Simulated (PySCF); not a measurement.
All values below come from PBE-D3(BJ)/def2-TZVP (PySCF). All species are isolated molecules in the gas phase. One relaxed conformer stands for a flexible species; it need not be the lowest. 

Reference species (SMILES): `[SH][InH][SH]` (H–S–In–S torsion 0°, S–In–S–H torsion 0°) (neutral, multiplicity 1).

- LUMO = -2.15 eV
- HOMO–LUMO gap = 4.08 eV
- HOMO = -6.23 eV

Changed species: `[InH3]` (0 of 3 H replaced by SH; the reference has 2 of 3 H replaced by SH).

Question: What does the change do to the LUMO, HOMO–LUMO gap and HOMO?

Answer: the LUMO decreases by 0.50 eV, to -2.65 eV; the HOMO–LUMO gap increases by 0.26 eV, to 4.34 eV; the HOMO falls by 0.76 eV, to -6.99 eV.
